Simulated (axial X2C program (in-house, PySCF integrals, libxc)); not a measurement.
Results of a calculation; reference values are marked as such.
**GaCl⁺: input and output of an EOM-IP-CCSD run**

Program: an in-house all-electron X2C program for linear molecules (integrals from PySCF).

Input and command:
```json
{"zs": [31, 17], "q": 1, "bas": ["dyall-cv3z", "dyall-av3z"], "r0": 2.23, "eom": "ip", "rq": 0, "thr": -2.0, "nmax": 95, "grid": [1, 0.96, 1.045, 0.92, 1.09, 1.15]}
```
```bash
python soeom.py task.json out
```

Keys: zs atomic numbers; q charge; bas basis sets; r0 starting distance in Å; eom kind of EOM run; rq charge at which the geometry is sought; thr threshold in hartree for freezing inner shells (an s shell follows its p shell); nmax most natural virtual spinors; grid distances as factors.

Output at R = 2.223 Å (near the PBE0 minimum at charge 0 of the determinant lowest at the starting distance; the state shown can have its own minimum elsewhere), reference GaCl:

```
two-component X2C + atomic mean field  HF
basis functions 170  fitting functions 933  grid points 5080
iter        total energy     max residual
   1      -2402.500406064     5.50e-01
   2      -2402.586606389     1.15e-02
   3      -2402.587767960     8.29e-03
   4      -2402.588316744     1.22e-03
   5      -2402.588363441     2.75e-04
   6      -2402.588368718     6.82e-05
   7      -2402.588369060     3.44e-05
   8      -2402.588369117     7.22e-06
   9      -2402.588369122     1.40e-06
  10      -2402.588369122     3.31e-07
converged
one-electron -3595.49940232  Coulomb 1170.44043025  exact exchange -102.25989723  xc functional 0.00000000  nuclear repulsion 125.45046791  atomic mean-field constant -0.71996772
correlated 20  virtual 258  natural virtual 92  E(MP2) -0.744936996  MP2 remainder -0.098834912
iter   CCSD correlation   residual
   1     -0.613024680   1.36e-01
   2     -0.629453656   4.96e-02
   3     -0.631298078   1.80e-02
   4     -0.630989503   3.87e-03
   5     -0.631050843   1.18e-03
   6     -0.631054606   3.72e-04
   7     -0.631051568   1.39e-04
   8     -0.631053070   4.40e-05
   9     -0.631052759   1.38e-05
  10     -0.631052701   3.65e-06
  11     -0.631052628   1.27e-06
  12     -0.631052621   4.53e-07
(T) -0.016434573  T1 0.0178  D1 0.0394  max T2 0.080
EOM-IP-CCSD roots
2*Omega      energy/Eh   energy/eV  one-particle weight
    1       0.36730220      9.9948      0.959
    1       0.41750211     11.3608      0.932
    1       0.52244192     14.2164      0.904
    1       0.64700933     17.6060      0.001
    3       0.41476128     11.2862      0.933
    3       0.65137315     17.7248      0.001
    3       0.67635323     18.4045      0.000
    5       0.68644581     18.6791      0.000
```
T1 in the output is the amplitude norm over the root of the electron number; divide by √2 for the Lee–Taylor value.

Reference electrons by ω block (each with its −ω partner): 1/2: 17, 3/2: 6, 5/2: 1. Root energies count from the CCSD energy of the reference. The reference need not be the lowest state of its species. All roots sought are printed; those with a small one-particle weight need a further excitation, are placed far too high, and may in truth lie low or lowest. Inner shells are frozen, and levels at this size can be off by some tenths of an eV.
